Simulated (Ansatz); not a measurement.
The lowest singlet and triplet of AlCl (SMILES [Al][Cl]); geometries from B3LYP-D3(BJ)/def2-TZVP, each state relaxed from the structure named, with no frequency check.
Singlet (charge 0, multiplicity 1):
```xyz
2

Al     0.00000     0.00000    -1.22411
Cl     0.00000     0.00000     0.93609
```

```
level                                         gap E(singlet) − E(triplet), vertical, at the singlet's geometry (kJ/mol)  cost
--------------------------------------------  -------------------------------------------------------------------------  ----
R-HF/cc-pV(D+d)Z                                                                                                 -211.1     -
U-HF/cc-pV(D+d)Z                                                                                                 -211.1     -
R-HF/cc-pV(T+d)Z                                                                                                 -206.0     -
U-HF/cc-pV(T+d)Z                                                                                                 -206.0     -
R-HF/cc-pV(Q+d)Z                                                                                                 -203.3     -
U-HF/cc-pV(Q+d)Z                                                                                                 -203.3     -
R-SVWN5/def2-TZVPP                                                                                               -294.4  ×0.5
R-PBE/def2-TZVPP                                                                                                 -277.0    ×1
U-r2SCAN/def2-TZVPP                                                                                              -253.5    ×1
U-B3LYP/def2-TZVPP                                                                                               -294.4  ×0.7
R-PBE0/def2-TZVPP                                                                                                -271.6  ×0.6
R-BHLYP/def2-TZVPP                                                                                               -290.3  ×0.5
R-wB97X-V/def2-TZVPP                                                                                             -294.4    ×1
U-wB97X-V/def2-TZVPP                                                                                             -294.4    ×2
R-MP2/cc-pV(D+d)Z                                                                                                -267.8     -
U-MP2/cc-pV(D+d)Z                                                                                                -267.8     -
R-MP2/cc-pV(T+d)Z                                                                                                -270.8     -
U-MP2/cc-pV(T+d)Z                                                                                                -270.8     -
R-MP2/cc-pV(Q+d)Z                                                                                                -271.7     -
U-MP2/cc-pV(Q+d)Z                                                                                                -271.7     -
R-SCS-MP2/cc-pV(D+d)Z                                                                                            -281.1     -
U-SCS-MP2/cc-pV(D+d)Z                                                                                            -281.1     -
R-SCS-MP2/cc-pV(T+d)Z                                                                                            -286.2     -
R-SCS-MP2/cc-pV(Q+d)Z                                                                                            -288.0     -
U-SCS-MP2/cc-pV(Q+d)Z                                                                                            -288.0     -
R-CCSD/cc-pV(D+d)Z                                                                                               -287.3     -
U-CCSD/cc-pV(D+d)Z                                                                                               -287.3     -
R-CCSD/cc-pV(T+d)Z                                                                                               -285.7     -
U-CCSD/cc-pV(Q+d)Z                                                                                               -284.7     -
U-CCSD(T)/cc-pV(D+d)Z                                                                                            -288.8  ×0.6
R-CCSD(T)/cc-pV(T+d)Z                                                                                            -287.7  ×0.9
R-CCSDT/cc-pV(D+d)Z                                                                                              -288.6     -
R-CCSDT(Q)/cc-pV(D+d)Z                                                                                           -288.7    ×5
SA-CASSCF(2,3)/cc-pV(D+d)Z                                                                                       -285.5     -
SA-CASSCF(2,3)/cc-pV(Q+d)Z                                                                                       -280.2     -
SC-NEVPT2 on SA-CASSCF(2,3)/cc-pV(D+d)Z                                                                          -290.8     -
SC-NEVPT2 on SA-CASSCF(2,3)/cc-pV(Q+d)Z                                                                          -288.3     -
FIC-NEVPT4(SD) on SA-CASSCF(2,3)/cc-pV(T+d)Z                                                                     -288.3     -
FIC-MRCISD+Q on SA-CASSCF(2,3)/cc-pV(D+d)Z                                                                       -288.5     -
FIC-MRCISD+Q on SA-CASSCF(2,3)/cc-pV(Q+d)Z                                                                       -287.0     -
```

The rows run from -294.4 (R-SVWN5/def2-TZVPP) to -203.3 kJ/mol (U-HF/cc-pV(Q+d)Z). In cc-pV(T+d)Z the value moves R-HF -206.0, R-MP2 -270.8, R-CCSD -285.7, R-CCSD(T) -287.7, a shift of -81.7 from R-HF to R-CCSD(T). From cc-pV(D+d)Z to cc-pV(Q+d)Z U-MP2 changes by -3.9. The 3 U-functionals in def2-TZVPP without D3 or D4 span 40.9, from U-wB97X-V to U-r2SCAN.

A positive gap puts the triplet lower; no zero-point energy. R- takes a restricted singlet. U- takes an unrestricted singlet (broken symmetry where lower, unprojected). The triplet is unrestricted in single-reference levels. Active spaces average the two states.

Frozen-core correlation.

Programs: Ansatz (a quantum-chemistry and plane-wave program). Each number belongs to the level named beside it.

Costs are rough ratios of core time to R-PBE/def2-TZVPP (about 2.3 s over the structures, on one shared machine); a dash marks a level with no comparable run of its own.
